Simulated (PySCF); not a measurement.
C8H9N.
SMILES with atom numbers: `[CH3:1]/[N:2]=[CH:3]/[c:4]1[cH:5][cH:6][cH:7][cH:8][cH:9]1` (hydrogens: H10, H11, H12 on C1; H13 on C3; H14 on C5; H15 on C6; H16 on C7; H17 on C8; H18 on C9)

The same species was optimised twice, with GFN2-xTB and with PBE0-D3(BJ)/def2-SVP (PySCF), and the same property calculations (PySCF, gas phase) were run on both structures.

```
     coordinate  GFN2-xTB  PBE0-D3(BJ)/def2-SVP  change
      C3–C4 (Å)     1.455                 1.470  +0.015
      C8–C9 (Å)     1.382                 1.394  +0.012
      C6–C7 (Å)     1.387                 1.398  +0.011
      C5–C6 (Å)     1.380                 1.389  +0.009
      C7–C8 (Å)     1.385                 1.394  +0.009
      C4–C5 (Å)     1.396                 1.403  +0.007
      N2=C3 (Å)     1.261                 1.267  +0.006
      C1–N2 (Å)     1.424                 1.431  +0.007
      C4–C9 (Å)     1.394                 1.400  +0.006
   C1–N2–C3 (°)     120.3                 118.9    -1.4
   N2–C3–C4 (°)     122.2                 123.0    +0.8
   C5–C4–C9 (°)     119.1                 119.3    +0.2
   C7–C8–C9 (°)     120.1                 119.9    -0.2
   C3–C4–C5 (°)     120.9                 120.8    -0.1
   C4–C5–C6 (°)     120.3                 120.2    -0.1
   C3–C4–C9 (°)     119.9                 119.9     0.0
   C4–C9–C8 (°)     120.4                 120.5    +0.1
N2–C3–C4–C5 (°)         1                     0      -1
```

Rotational constants: A = 5125, B = 921.9, C = 785.2 MHz (GFN2-xTB) against A = 5071, B = 907.6, C = 773.5 MHz (PBE0-D3(BJ)/def2-SVP).

On the GFN2-xTB structure: HOMO (eV) -6.96 [PBE0/pcSseg-1]; LUMO (eV) -1.23 [PBE0/pcSseg-1]; dipole (D) 1.11 [PBE0/pcSseg-1]; GIAO shielding of C1 (ppm) 135.1 [PBE0/pcSseg-1]; GIAO shielding of N2 (ppm) -106.7 [PBE0/pcSseg-1]; GIAO shielding of C3 (ppm) 21.8 [PBE0/pcSseg-1]; GIAO shielding of C4 (ppm) 45.3 [PBE0/pcSseg-1]; GIAO shielding of C5/C9 (mean) (ppm) 51.8 [PBE0/pcSseg-1]; GIAO shielding of C6/C8 (mean) (ppm) 53.1 [PBE0/pcSseg-1]; GIAO shielding of C7 (ppm) 50.7 [PBE0/pcSseg-1].

Problem. What do these properties become on the PBE0-D3(BJ)/def2-SVP structure?

Solution. 
| property | level | on GFN2-xTB | on PBE0-D3(BJ)/def2-SVP | change |
| --- | --- | --- | --- | --- |
| HOMO (eV) | PBE0/pcSseg-1 | -6.96 | -6.98 | -0.02 |
| LUMO (eV) | PBE0/pcSseg-1 | -1.23 | -1.29 | -0.06 |
| dipole (D) | PBE0/pcSseg-1 | 1.11 | 1.16 | +0.05 |
| energy, GFN2-xTB geometry as zero (kcal/mol) | PBE0/pcSseg-1 | 0.0 | -0.4 | -0.4 |
| GIAO shielding of C1 (ppm) | PBE0/pcSseg-1 | 135.1 | 133.1 | -2.0 |
| GIAO shielding of N2 (ppm) | PBE0/pcSseg-1 | -106.7 | -106.7 | 0.0 |
| GIAO shielding of C3 (ppm) | PBE0/pcSseg-1 | 21.8 | 18.5 | -3.3 |
| GIAO shielding of C4 (ppm) | PBE0/pcSseg-1 | 45.3 | 43.4 | -1.9 |
| GIAO shielding of C5/C9 (mean) (ppm) | PBE0/pcSseg-1 | 51.8 | 49.7 | -2.1 |
| GIAO shielding of C6/C8 (mean) (ppm) | PBE0/pcSseg-1 | 53.1 | 50.7 | -2.4 |
| GIAO shielding of C7 (ppm) | PBE0/pcSseg-1 | 50.7 | 48.1 | -2.6 |

The heavy atoms differ by 0.023 Å rms after alignment. Among bonds between heavy atoms C3–C4 changes most (+0.015 Å). Changes are differences of the printed values. Neither structure is proved a minimum here.

Shape of the structure used: `[CH3:1]/[N:2]=[CH:3]/[c:4]1[cH:5][cH:6][cH:7][cH:8][cH:9]1`: N2–C3–C4–C5 0°.
